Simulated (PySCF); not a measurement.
Computed IR spectrum (relative IR intensity) of a molecule C5H6O2. Coordinates come from a PBE-D3(BJ)/def2-SVP optimisation. The values are those of a single conformer. Level of theory: PBE-D3(BJ)/def2-SVP (PySCF). Harmonic, unscaled wavenumbers; measured fundamentals usually lie a few per cent lower.

ν (cm⁻¹): 475 (vw), 678 (vw), 687 (m), 717 (w), 841 (w), 895 (vw), 954 (w), 1046 (w), 1081 (vw), 1120 (w), 1174 (s), 1254 (m), 1322 (w), 1758 (vs), 2947 (m), 3005 (w), 3069 (vw), 3140 (vw), 3224 (vw) (against the strongest line: vs over 80 %, s over 45 %, m over 15 %, w over 4 %, vw less)

**Question.** Which molecule gave these data?
A) CC=C1OC=CO1
B) C#CCOCC=O
C) C#CC1(C)OCO1
D) Cc1ccc(O)o1

**Answer.** A, CC=C1OC=CO1
